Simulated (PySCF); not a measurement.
Point-charge models of `C=C/P=P\C(F)(F)F` against its computed dipole.

Coordinates (GFN2-xTB, Å) and charges (e) from the PBE0/pcSseg-1 density (PySCF):

```json
{"atom": "C1", "x": "1.688", "y": "0.347", "z": "-0.682", "Mulliken": "-0.1041", "IAO": "-0.2790", "Hirshfeld": "-0.0857", "ESP-fitted": "-0.5546"}
{"atom": "C2", "x": "1.274", "y": "-0.374", "z": "0.347", "Mulliken": "-0.4607", "IAO": "-0.3472", "Hirshfeld": "-0.1084", "ESP-fitted": "+0.0381"}
{"atom": "P3", "x": "0.685", "y": "0.332", "z": "1.921", "Mulliken": "+0.2007", "IAO": "+0.2233", "Hirshfeld": "+0.0934", "ESP-fitted": "-0.0244"}
{"atom": "P4", "x": "-1.329", "y": "0.558", "z": "1.745", "Mulliken": "+0.1513", "IAO": "+0.1071", "Hirshfeld": "+0.0254", "ESP-fitted": "-0.1328"}
{"atom": "C5", "x": "-1.743", "y": "-0.060", "z": "-0.010", "Mulliken": "+0.5657", "IAO": "+0.6316", "Hirshfeld": "+0.2033", "ESP-fitted": "+0.7419"}
{"atom": "F6", "x": "-1.256", "y": "0.739", "z": "-0.974", "Mulliken": "-0.2585", "IAO": "-0.2768", "Hirshfeld": "-0.0928", "ESP-fitted": "-0.2179"}
{"atom": "F7", "x": "-1.304", "y": "-1.303", "z": "-0.270", "Mulliken": "-0.2617", "IAO": "-0.2781", "Hirshfeld": "-0.0916", "ESP-fitted": "-0.2262"}
{"atom": "F8", "x": "-3.070", "y": "-0.090", "z": "-0.177", "Mulliken": "-0.2564", "IAO": "-0.2724", "Hirshfeld": "-0.0997", "ESP-fitted": "-0.2425"}
{"atom": "H9", "x": "1.632", "y": "1.424", "z": "-0.688", "Mulliken": "+0.1247", "IAO": "+0.1551", "Hirshfeld": "+0.0479", "ESP-fitted": "+0.2694"}
{"atom": "H10", "x": "2.078", "y": "-0.114", "z": "-1.574", "Mulliken": "+0.1361", "IAO": "+0.1645", "Hirshfeld": "+0.0584", "ESP-fitted": "+0.2100"}
{"atom": "H11", "x": "1.351", "y": "-1.456", "z": "0.336", "Mulliken": "+0.1629", "IAO": "+0.1718", "Hirshfeld": "+0.0498", "ESP-fitted": "+0.1390"}
```

Q: Compute μ = Σ q r for each scheme (1 e·Å = 4.803 D) and compare with the dipole of the full density.

A: The full density gives (1.64, -0.15, -0.37) D, 1.69 D in size; dipole vectors point from the negative to the positive end.

```csv
scheme,μx,μy,μz,size (D),share of the full size (%),angle to the full dipole (°)
Mulliken,1.67,1.69,3.26,4.03,238,79
IAO,1.78,1.27,3.67,4.27,253,79
Hirshfeld,0.97,0.45,1.28,1.67,99,68
ESP-fitted,1.71,-0.10,-0.23,1.73,102,5
```

Q: Which set comes closest?

A: Length of the difference vector: ESP-fitted 0.17 D, Hirshfeld 1.88 D, Mulliken 4.06 D, IAO 4.28 D. Closest: ESP-fitted. 

Q: What is left for the Hirshfeld atoms' own dipoles?

A: The shares of the density sum to the whole, so what Σ q r misses lies in dipoles about the nuclei. The atomic dipoles sum to (1.64, -0.15, -0.37) − (0.97, 0.45, 1.28) = (0.67, -0.60, -1.65) D, 1.88 D in size.

Q: With the origin at the mean of the coordinates, (0.000, 0.000, -0.002) Å, which are the largest single terms, by size, of the IAO dipole along the direction of the full one?

A: C5 -5.12, F8 +3.84, C1 -2.35, C2 -1.99, H10 +1.87 D; all 11 atoms together +0.81 D. The single terms depend on the origin, their sum doesn't.

Q: Give the size of the full dipole in other units.

A: 1.69 D = 0.665 au = 0.352 e·Å = 5.64 × 10⁻³⁰ C·m.

Isolated species at its GFN2-xTB geometry (one conformer only).

The values belong to the conformer `[CH2:1]=[CH:2]/[P:3]=[P:4]\[C:5]([F:6])([F:7])[F:8]`: C1–C2–P3–P4 91°, P3–P4–C5–F6 -68°.
